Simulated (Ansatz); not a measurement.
CClF₃, triplet, at the geometry of the source list (a higher spin typed on purpose: for a closed-shell molecule this is an excited state), with bond 4-2 at 2.2 times its length; B3LYP/STO-3G in Ansatz (a first-principles code).

The Ansatz input:
Ansatz 0.2 input:
```yaml
crystal:
  periodic: [false, false, false]
  atoms:
    - {symbol: F, position_ang: [-0.57610000, -0.63500000, -1.04370000]}
    - {symbol: C, position_ang: [-0.07440000, -0.00180000, 0.00350000]}
    - {symbol: F, position_ang: [-0.57130000, 1.22370000, 0.02310000]}
    - {symbol: F, position_ang: [-0.95660000, -1.38032000, 2.40920000]}
    - {symbol: Cl, position_ang: [1.69720000, 0.04150000, -0.08000000]}
basis:
  gaussian:
    orbitals: STO-3G
hamiltonian:
  xc: b3lyp
magnetization: {spin_polarized: true, initial_magnetization: 2}
```

**Question.** What does Ansatz print? Leave out banner, timings and long lists.

**Answer.** 
```
Functional definition: B3LYP
381 factors; integrals over basis functions are off by at most 2.3e-5 eV
mean field evaluation 1: about -21435.3726 eV, gradient 1.4e1 eV
mean field evaluation 2: about -21435.2233 eV, gradient 1.7e1 eV
mean field evaluation 4: about -21436.9983 eV, gradient 5.1e-1 eV
mean field evaluation 8: about -21437.0071 eV, gradient 4.3e-3 eV
mean field evaluation 16: about -21437.0071 eV, gradient 7.4e-4 eV
mean field evaluation 32: about -21437.0094 eV, gradient 1.9e-4 eV
mean field -21437.00939622 eV, -787.7955647842 hartree, gradient 5.2e-6 eV, S^2 2.001047; 4 other end points of the search recorded, 0 dependent functions left out
reference -21437.00951900 eV, -787.7955692963 hartree; 26, 24 occupied and 3, 5 virtual orbitals, 381 factors
Total energy: -21437.00951900 eV, -787.7955692963 hartree
```
